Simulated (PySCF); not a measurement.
# Energy of Ir (iridium, neutral) between two integer charges

The 6s beta orbital of [Xe] 4f14 5d7 6s2 is emptied in steps (occupation f), with all orbitals relaxed, ending at [Xe] 4f14 5d7 6s1. Calculation: PySCF 2.14, in def2-TZVP with the def2 core potential (60 electrons) (6s4p3d1f, 40 functions); a scalar-relativistic core potential. The exact energy is a straight line in f; departures are measured from the line between the end points of the same method.

Problem. Among PBE0, r2SCAN, LC-wPBE, which shows the largest delocalisation error (convex curve), and which is closest to linear?

Solution. Most convex: r2SCAN (-0.694 eV at f = 0.4); closest to linear: LC-wPBE (0.012 eV).

| f | PBE0 (eV) | r2SCAN (eV) | LC-wPBE (eV) |
| --- | --- | --- | --- |
| 1 | 0.000 | 0.000 | 0.000 |
| 0.8 | -0.371 | -0.463 | 0.013 |
| 0.6 | -0.559 | -0.695 | 0.017 |
| 0.4 | -0.562 | -0.694 | 0.012 |
| 0.2 | -0.377 | -0.460 | 0.004 |
| 0 | 0.000 | 0.000 | 0.000 |

```tsv
method	E(f=0) − E(f=1) (eV)	−ε at f=1 (eV)	−ε at f=0.4 (eV)
PBE0	8.627	6.321	9.077
r2SCAN	8.669	5.774	9.259
LC-wPBE	8.335	8.415	8.295
```

Reference removal energy between the ground levels: 8.967 eV (measured; NIST Atomic Spectra Database, ionization energies). The calculation has no spin-orbit coupling.
